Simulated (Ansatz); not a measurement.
Two structures, one formula

The two ends of one reaction step of BNH6OF2, singlet (PBE0-D4/def2-TZVP).

A:

```tsv
atom	x (Å)	y (Å)	z (Å)
B1	-1.1199	-0.9932	-0.5941
H2	-0.6543	-1.2197	-1.6936
F3	-1.9889	-1.9343	-0.1322
F4	-1.5714	0.3063	-0.4260
H5	0.6039	-0.1147	0.4671
O6	0.1354	-1.0419	0.4484
H7	1.6892	1.7390	-0.1740
N8	0.9632	1.4131	0.4520
H9	0.7605	-1.7275	0.1970
H10	1.1151	1.8363	1.3593
H11	0.0674	1.7365	0.0961
```

B:

B1  (-0.763, -0.415, 0.434)
H2  (1.587, 0.280, -2.427)
F3  (-1.228, -0.389, -0.872)
F4  (-1.787, -0.182, 1.334)
H5  (0.617, 0.969, 1.470)
O6  (0.132, -1.458, 0.758)
H7  (0.929, -0.040, -2.268)
N8  (0.205, 0.923, 0.544)
H9  (-0.304, -2.310, 0.802)
H10  (0.947, 0.858, -0.147)
H11  (-0.335, 1.765, 0.374)
(Å)

Ansatz 0.2.0; basis: def2-TZVPP; cores frozen in the correlated methods. B3LYP uses VWN-RPA correlation.

(1) Which structure is lower at CCSD(T), and by how much? (To be estimated.)

No T1 diagnostic of these runs exceeds 0.011.

## Answers

(1) By the calculation: B, by 79.1 kJ/mol (electronic energy, against the other). By their contacts, A is a complex of BH₃OF₂ ([OH2][BH]([F])[F]) + NH₃ and B is a complex of BNH₄OF₂ ([NH3][B]([OH])([F])[F]) + H₂.

All methods give the same order:

| method | E(B) − E(A) (kJ/mol) |
| --- | --- |
| SPW92 | -51.1 |
| PBE-D4 | -63.7 |
| BLYP-D4 | -68.2 |
| r2SCAN-D4 | -74.3 |
| B97M-V | -78.1 |
| PBE0-D4 | -70.3 |
| B3LYP-D4 | -72.1 |
| r2SCAN0-D4 | -77.4 |
| BHLYP-D4 | -78.9 |
| CAM-B3LYP-D4 | -72.3 |
| wB97X-V | -76.8 |
| wB97M-V | -77.4 |
| B2PLYP | -74.6 |
| PBE-QIDH | -76.9 |
| RPA on PBE | -77.7 |
| HF | -94.8 |
| MP2 | -79.8 |
| CCSD | -81.1 |
| CCSD(T) | -79.1 |

Labels in which every atom is bracketed show which atoms are joined, not bond orders.

For scale, one of the runs: CCSD(T)/def2-TZVPP, 239 basis functions, launched by `ansatz run in.yaml --threads 4 --pin off --events-out ev --progress --plain --max-ram 9574MiB`. Time: 3.5 min of wall clock on 4 CPU threads of an Intel Xeon; the host was shared. Peak host memory: 5.1 GiB.
